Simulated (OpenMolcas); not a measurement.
Re5+ among 6 point charges of -1.7 e arranged as a tetragonal octahedron (D4h), 2.26 Å from the ion, with the axial distance 2.644 Å.

```yaml
Program: OpenMolcas
Method: CASSCF
Basis: ANO-RCC-VTZP [8s7p5d3f2g1h]
Scalar_Hamiltonian: DKH2, point nucleus
Active_space: 2 electrons in 5 orbitals (5d)
State_averaging: 2S+1 = 3 even, 10 roots; 2S+1 = 1 even, 15 roots
Spin-orbit_coupling: RASSI with atomic mean-field integrals over the reference wave functions
```

Problem. What is the spin-free ground state (labels of D4, the rotations of D4h)?

Solution. 3A2, 1-fold in its orbital part, 96 % from free-ion F terms; it has the highest spin that d2 allows.

Problem. Where is the first state of the same spin?

Solution. 3E at 1530 cm-1 above the ground state.

Problem. What are the lowest two levels with spin-orbit coupling?

Solution. A 1-fold level A1, then a 2-fold level E 1219 cm-1 above it. Their leading multiplicities are 3 (94 %) and 3 (93 %).

Problem. What is χT at 300 K, and how does it compare with the textbook value?

Solution. The lowest level has 2S+1 = 3, for which the spin-only value is χT = S(S+1) / 2 = 1.000 cm3 K/mol (g = 2). The computed 0.087 at 300 K differs by -0.913, through orbital momentum, spin-orbit coupling and any other state in reach.

Spin-orbit coupling mixes the spin-free states strongly: the lowest level takes only 46 % from its leading state, 3A2. Without dynamic correlation the repulsion within the d shell is too large (B by tens of per cent), so at a given field states of lower spin stand too high. This is an electrostatic model: the charges have no orbitals. No measured value stands beside these numbers.
